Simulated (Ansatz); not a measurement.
`CB[SiH2]SC` and `CB[SiH2]S` differ in one atom or group.

Ansatz, PBE0-D4/def2-TZVP geometries, multiplicity 1. Each molecule was computed in one conformer, which needn't be the lowest.

```
                                          property  `CB[SiH2]SC`
  size of the dipole moment (B3LYP/def2-TZVPP) / D          0.23
                LUMO energy (PBE0/def2-TZVPP) / eV         -1.86
                 LUMO energy (PBE/def2-TZVPP) / eV         -2.84
size of the dipole moment (ωB97M-V/def2-TZVPP) / D          0.22
    size of the dipole moment (PBE/def2-TZVPP) / D          0.18
               LUMO energy (B3LYP/def2-TZVPP) / eV         -2.05
```

(1) Give the same properties after the change, and the shifts. (Best estimate.)

Answers

(1) Computed: 
| property | `CB[SiH2]S` | shift |
| --- | --- | --- |
| size of the dipole moment (B3LYP/def2-TZVPP) / D | 0.77 | 0.54 |
| LUMO energy (PBE0/def2-TZVPP) / eV | -1.96 | -0.10 |
| LUMO energy (PBE/def2-TZVPP) / eV | -2.94 | -0.10 |
| size of the dipole moment (ωB97M-V/def2-TZVPP) / D | 0.77 | 0.55 |
| size of the dipole moment (PBE/def2-TZVPP) / D | 0.74 | 0.56 |
| LUMO energy (B3LYP/def2-TZVPP) / eV | -2.15 | -0.10 |

With PBE0 the HOMO falls by 0.54 eV and the LUMO falls by 0.10 eV, so the gap widens by about 0.44 eV. PBE moves the HOMO by -0.51 eV and ωB97M-V by -0.55 eV. The zero-point energy changes by -78.1 kJ/mol with -9 modes. Dipoles are sizes alone; their direction can turn.

B3LYP here is the variant with VWN-RPA as its local correlation; programs differ in this.
